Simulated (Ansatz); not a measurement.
Computed with Ansatz on PBE0-D4/def2-TZVP structures; ΔE is electronic, products minus reactants. CCSD(T)/CBS is the MP2 limit (def2-TZVPP, def2-QZVPP) plus CCSD(T) − MP2 in def2-TZVPP, frozen cores. Functionals use def2-TZVPP. B3LYP here is the variant with VWN-RPA as its local correlation; programs differ in this. Elements past krypton have def2 core potentials. For Ge, I outer-core shells are correlated without core-valence functions, which leaves a few kJ/mol of doubt a bond. Scalar relativity is left out up to krypton.

`F[Si]1(F)CS1` + `[GeH3][I]` → `F[Si]1([GeH3])CS1` + `FI`  (formal exchange of groups at the Si–F bond)

CCSD(T)/CBS gives +351.5 kJ/mol.

Q: Another level gave +358.6 kJ/mol. Which?
A. CCSD(T)/def2-TZVPP
B. B3LYP/def2-TZVPP
C. MP2/def2-TZVPP
D. r2SCAN/def2-TZVPP

A: A. CCSD(T)/def2-TZVPP 358.6, MP2/def2-TZVPP 379.0, r2SCAN 351.0, B3LYP 341.1 kJ/mol.

Largest T1 diagnostic among the species: 0.013.

In def2-TZVPP, CCSD(T) changes the Hartree–Fock value by −38.9 kJ/mol (the triples alone add −6.6 kJ/mol) and MP2 by −18.5 kJ/mol. The D4 term adds −3.4 kJ/mol with B3LYP and −2.2 kJ/mol with PBE0; it sums over pairs of atoms, weighted by their polarisabilities, and B3LYP, whose exchange is more repulsive, gets the larger term.
